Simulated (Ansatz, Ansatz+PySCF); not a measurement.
```yaml
atoms:
  - { symbol: N, position_ang: [0.0000, 0.0000, 0.0000] }
  - { symbol: O, position_ang: [0.0000, 0.0000, 1.0500] }
```

Basis set: def2-SVP (spherical functions). Left uncorrelated: 2 orbitals. Correlation on ROHF uses semicanonical orbitals with singles. Charge 0, multiplicity 2.

Computed with Ansatz (development build ahead of 0.2.0); each method stands on the lowest determinant of its kind that the runs found.

The atomization energy at this shape (free ground-state atoms in the same class of orbitals less the molecule, no zero-point energy) of doublet NO:

```
 method  atomization energy
UHF-MP2     126.57 kcal/mol
   ROHF      47.30 kcal/mol
    UHF      45.46 kcal/mol
```

(1) What does ROHF-MP2 give?

## Answers

(1) 128.60 kcal/mol. Caution: the shape is not the minimum.
